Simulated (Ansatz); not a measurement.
Calculated with Ansatz (gas phase, PBE0-D4/def2-TZVP geometries, no zero-point term in ΔE). CCSD(T)/CBS adds triple-zeta CCSD(T) − MP2 to the extrapolated MP2 energy (def2 sets, frozen cores). This one scheme is used for every species, atoms too. Functionals use def2-TZVPP. B3LYP here is the variant with VWN-RPA as its local correlation; programs differ in this. No spin–orbit coupling; open shells (•) take unrestricted orbitals. Spin–orbit coupling would lower the free atoms: a little for C, Si; clearly for Br. Bonds to Br are less sure, by a few kJ/mol each and by 10 to 20 or more in all where they break to atoms, as the def2 sets lack core-valence functions. Scalar relativity is left out up to krypton.

`[SiH3]C1=CC1Br` → Br• + 3 C• + 5 H• + Si•  (atomization)

```
             level  ΔE (kcal/mol)
            PBE-D4          894.3
         r2SCAN-D4          876.2
           PBE0-D4          878.9
          B3LYP-D4          869.3
CCSD(T)/def2-TZVPP          846.1
     HF/def2-QZVPP          631.1
     MP2/CBS(def2)          888.9
    CCSD/CBS(def2)          854.1
```

What does CCSD(T)/CBS give? (Best estimate.)

The calculation gave: +870.0 kcal/mol. The listed levels differ from it by 24.3, 6.2, 8.9, -0.7, -23.9, -238.9, 18.9, -15.9 kcal/mol.

Largest T1 diagnostic among the species: 0.012.

From PBE to PBE0 (25 % exact exchange), in def2-TZVPP and without D4, ΔE moves by −14.5 kcal/mol: exact exchange takes away binding that semilocal exchange gives to molecules. In def2-TZVPP, CCSD(T) changes the Hartree–Fock value by +215.9 kcal/mol (the triples alone add +15.9 kcal/mol) and MP2 by +234.8 kcal/mol; breaking electron pairs costs correlation energy, which Hartree–Fock lacks. The D4 term adds +9.4 kcal/mol with B3LYP and +4.9 kcal/mol with PBE0; it sums over pairs of atoms, weighted by their polarisabilities, and B3LYP, whose exchange is more repulsive, gets the larger term.

For atomizations the MP2-based limit and the directly extrapolated one differ by several kJ/mol either way, and by 10 to 25 for some Ge, Se and Sn compounds, so smaller differences from it don't rank the levels.
